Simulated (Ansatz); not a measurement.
Computed with Ansatz on PBE0-D4/def2-TZVP structures; ΔE is electronic, products minus reactants. CCSD(T)/CBS is the MP2 limit (def2-TZVPP, def2-QZVPP) plus CCSD(T) − MP2 in def2-TZVPP, frozen cores. This one scheme is used for every species. DFT in def2-TZVPP. B3LYP here is the variant with VWN-RPA as its local correlation; programs differ in this. One conformer a species, not always the lowest.

Reaction (formal exchange of groups at the Si–C bond): `COC[SiH2]O` + `OBF` → `O[SiH2]B(O)F` + `COC`

`COC[SiH2]O`:

```xyz
13

C    -0.277    1.671   -0.557
O    -0.882    0.814    0.374
C    -0.913   -0.539   -0.063
Si    0.773   -1.368    0.214
O     1.344   -0.775    1.641
H     0.767    1.395   -0.760
H    -0.823    1.670   -1.511
H    -0.299    2.677   -0.137
H    -1.657   -1.044    0.562
H    -1.269   -0.609   -1.101
H     1.728   -1.077   -0.891
H     0.615   -2.842    0.310
H     0.893    0.027    1.920
```

`OBF`:

```xyz
5

O     0.297    0.601   -0.748
B    -0.348   -0.118    0.187
F     0.334   -0.904    1.019
H     1.252    0.478   -0.735
H    -1.535   -0.056    0.277
```

`O[SiH2]B(O)F`:

Z-matrix (Å, degrees):
```
Si
B 1 2.035
O 1 1.653 2 110.9
H 1 1.493 2 108.7 3 122.8
H 1 1.484 2 111.6 3 -118.5
F 2 1.342 1 119.7 3 -14.3
O 2 1.347 1 121.6 3 166.6
H 3 0.958 1 117.1 2 36.6
H 7 0.965 2 113.7 1 179.0
```

`COC`:

```xyz
9

C     0.115    0.113    1.150
O    -0.687    0.463    0.058
C    -0.196   -0.059   -1.143
H     0.169   -0.978    1.279
H    -0.330    0.552    2.043
H     1.140    0.496    1.038
H    -0.158   -1.158   -1.122
H    -0.869    0.256   -1.941
H     0.815    0.315   -1.363
```

```csv
level,ΔE (kJ/mol)
B3LYP-D4,13.0
CAM-B3LYP-D4,13.8
ωB97M-V,18.0
B3LYP,7.2
LC-ωPBE,8.4
CCSD(T)/def2-SVP,14.1
MP2/def2-QZVPP,20.2
CCSD/CBS(def2),14.2
```

Question: What does CCSD(T)/CBS give? (Best estimate.)

Answer: Ansatz gave: +15.4 kJ/mol. The listed levels differ from it by -2.4, -1.6, 2.6, -8.2, -7.0, -1.3, 4.8, -1.2 kJ/mol.

Question: What do rigid-rotor, harmonic-oscillator terms from PBE0-D4/def2-TZVP frequencies (298.15 K, 1 bar) make of the CCSD(T)/CBS value? (An estimate is asked.)

Answer: Ansatz gave: ΔZPE = +2.6 kJ/mol, ΔH = +19.3 kJ/mol, ΔS = 5 J/(mol·K), ΔG = +17.8 kJ/mol. Modes under 50 cm⁻¹ make the entropy rough.

Largest T1 diagnostic among the species: 0.013.

From BLYP to BHLYP (50 % exact exchange), in def2-TZVPP and without D4, ΔE moves by +5.5 kJ/mol. In def2-TZVPP, CCSD(T) changes the Hartree–Fock value by +5.4 kJ/mol (the triples alone add +1.2 kJ/mol) and MP2 by +10.4 kJ/mol.
